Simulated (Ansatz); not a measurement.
Predict a relaxed structure of B(THF)H3 (C4H11BO), charge 0, singlet, at PBE-D4/def2-SVP (Ansatz).


```xyz
17

B     2.074    0.237    0.804
O     0.773   -0.040   -0.132
C    -0.062    1.103   -0.468
C    -1.348    0.465   -0.967
C    -1.501   -0.722   -0.001
C    -0.060   -1.197    0.207
H     0.498    1.701   -1.211
H    -0.212    1.710    0.452
H    -2.205    1.164   -0.937
H    -1.226    0.114   -2.013
H    -1.933   -0.375    0.959
H    -2.154   -1.525   -0.395
H     0.174   -1.485    1.250
H     0.243   -2.015   -0.476
H     2.643    1.170    0.243
H     2.690   -0.826    0.773
H     1.605    0.521    1.913
```
 This is one stationary point.
